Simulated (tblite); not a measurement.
Compound: C₃H₁₀OSi₂ (charge +1 and doublet state).
Geometry (GFN2-xTB, Å), atoms numbered from 1 in this order:
```
atom  x, y, z in Å
C1     2.527   -0.457    0.526
Si2    1.368    0.541   -0.570
C3    -0.386   -0.467   -0.550
C4    -0.916   -0.368    0.761
O5    -0.552   -0.671    1.844
Si6   -2.799    0.570    0.842
H7     3.472    0.064    0.666
H8     2.106   -0.627    1.516
H9     2.758   -1.430    0.093
H10    1.623    0.517   -2.008
H11    1.013    1.867   -0.066
H12   -1.025   -0.081   -1.335
H13   -0.125   -1.504   -0.761
H14   -3.018    0.756    2.267
H15   -2.479    1.757    0.049
H16   -3.573   -0.457    0.151
```

Computed values, GFN2-xTB/tblite, gas phase, harmonic and unscaled. This tight-binding method is rough: wavenumbers can miss measured ones by several per cent, in bad cases by 10 to 20. Modes of hydrogen on silicon can be 10 to 20 % off. One conformer, not necessarily the lowest. Open shells enter through the occupations alone, without spin polarisation, and single modes of such species can be off by tens of per cent.

Harmonic wavenumbers (cm⁻¹): 34.7, 54.2, 69.2, 111.1, 129.0, 167.3, 213.6, 293.7, 395.0, 427.2, 449.4, 484.2, 489.8, 544.1, 600.4, 655.0, 702.8, 712.0, 717.5, 737.5, 744.4, 791.3, 820.7, 825.1, 997.4, 1071.5, 1105.7, 1361.4, 1398.1, 1427.0, 1436.7, 1853.1, 2287.2, 2294.2, 2298.8, 2322.0, 2382.7, 2975.7, 3008.7, 3010.3, 3037.0, 3047.3.

A = 4429, B = 1094, C = 966.4 MHz; mass 118.027 u (most abundant isotopes); point group C1, symmetry number 1; spin multiplicity 2.

Task: What is the zero-point energy?

Result: ½Σν̃ = 24242 cm⁻¹ = 290.00 kJ/mol.

Task: Give the ideal-gas entropy at 298.15 K and 1 bar in the rigid-rotor, harmonic-oscillator model (classical rotation).

Result: Translation 168.36, rotation 119.74, vibration 143.14, spin (R ln 2) 5.76: S = 437.0 J/(mol K).

Task: And Cp and H(298.15 K) − H(0)?

Result: Cp = 168.55 J/(mol K), of which vibrations give 135.29 (their classical limit is 42 R = 349.2); H(298.15 K) − H(0) = 31.30 kJ/mol without the zero-point energy, 21.39 from vibrations.

Task: Which modes carry the vibrational entropy at 298.15 K?

Result: 34.7 cm⁻¹: 23.18; 54.2 cm⁻¹: 19.49; 69.2 cm⁻¹: 17.47; 111.1 cm⁻¹: 13.60; 129.0 cm⁻¹: 12.39; 167.3 cm⁻¹: 10.32 J/(mol K); the other 36 give 46.70 together.

Task: What must be added to the electronic energy to get the Gibbs energy at 298.15 K and 1 bar?

Result: ZPE + [H(298.15 K) − H(0)] − T·S = 290.00 + 31.30 − 130.29 = 191.01 kJ/mol.

Hindered rotation and anharmonicity are outside this model. Other conformers, if any are populated, would add a mixing term that is left out. The structure is chiral; the term R ln 2 for an equal mix with its mirror image is left out.
